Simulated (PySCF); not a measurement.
All values below come from B3LYP-D3(BJ)/def2-TZVP // BP86-D3(BJ)/def2-SVP (PySCF). All species are isolated molecules in the gas phase. B3LYP has the VWN-RPA correlation part, as in Gaussian. 

Reference species: [Zn(H)2] (neutral, multiplicity 1).

| Item | Value |
|---|---|
| LUMO | -0.96 eV |
| charge on the central atom (meta-Löwdin) | 0.87 e |

Changed species: [Zn(Cl)2] (0 of 2 Cl replaced by H; the reference has 2 of 2 Cl replaced by H).

**Question.** Give the shifts of the LUMO and charge on the central atom (meta-Löwdin).

**Answer.** the LUMO falls by 1.14 eV, to -2.10 eV; the charge on the central atom (meta-Löwdin) goes up by 0.36 e, to 1.23 e.
